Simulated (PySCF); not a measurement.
# Excitation energy of Xe by level of theory

Xe [Xe] (1S) → Xe [Kr] 4d10 5s1 5p6 5d1 (3D), as a difference of total energies. Computed with PySCF 2.14 in aug-cc-pVTZ-PP with one added diffuse shell each of d, f type with ECP28MDF (6s5p5d3f, 67 functions), with scalar relativity through the core potential. Correlated levels: valence: 4s2 4p6 4d10 frozen. The calculations carry no spin-orbit coupling.

| method | excitation energy (eV) |
| --- | --- |
| UHF | 24.668 |
| LDA | 22.347 |
| PBE | 22.042 |
| PBE0 | 22.896 |
| r2SCAN | 22.786 |
| PW91 | 22.107 |
| M06 | 22.421 |
| B97-3 | 22.969 |
| PBEsol | 22.148 |
| MP2 (valence) | 23.078 |
| SCS-MP2 (valence) | 22.820 |

Problem. How much does correlation contribute at MP2 (valence)?

Solution. 23.078 − (24.668) = -1.590 eV, measured against UHF.

The upper state lies above the first ionisation limit, where it may autoionise and the basis confines it.

The promoted electron is Rydberg-like, and one or two diffuse shells describe it only roughly, which tends to raise the upper state.
